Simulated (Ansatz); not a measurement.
Reaction (formal exchange of groups at the Se–Si bond): `CC[SiH2][SeH]` + `C/C=C\F` → `C/C=C(\F)[SeH]` + `CC[SiH3]`

Computed with Ansatz on PBE0-D4/def2-TZVP structures; ΔE is electronic, products minus reactants. CBS: MP2 limit from def2 TZ/QZ plus the TZ coupled-cluster correction, frozen cores. Double bonds are as drawn, so ΔE can hold a change between cis and trans. DFT in def2-TZVPP. B3LYP here is the variant with VWN-RPA as its local correlation; programs differ in this. For Se outer-core shells are correlated without core-valence functions, which leaves a few kJ/mol of doubt a bond. Scalar relativity is left out up to krypton. Each species was taken in one conformer, which may not be the lowest.

```tsv
level	ΔE (kcal/mol)	difference from CCSD(T)/CBS
B2PLYP	25.5	-1.5
PBE	24.8	-2.2
r2SCAN	25.8	-1.2
B3LYP	25.2	-1.8
SCS-MP2/def2-TZVPP	25.2	-1.8
CCSD/def2-TZVPP	26.0	-1.0
CCSD(T)/def2-TZVPP	25.4	-1.6
HF/def2-QZVPP	28.0	1.0
SCS-MP2/def2-QZVPP	26.0	-1.0
CCSD/CBS(def2)	27.5	0.5
CCSD(T)/CBS	27.0	0
```

Largest T1 diagnostic among the species: 0.011.

From PBE to PBE0 (25 % exact exchange), in def2-TZVPP and without D4, ΔE moves by +1.6 kcal/mol. In def2-TZVPP, CCSD(T) changes the Hartree–Fock value by −2.7 kcal/mol (the triples alone add −0.6 kcal/mol) and MP2 by −2.2 kcal/mol.
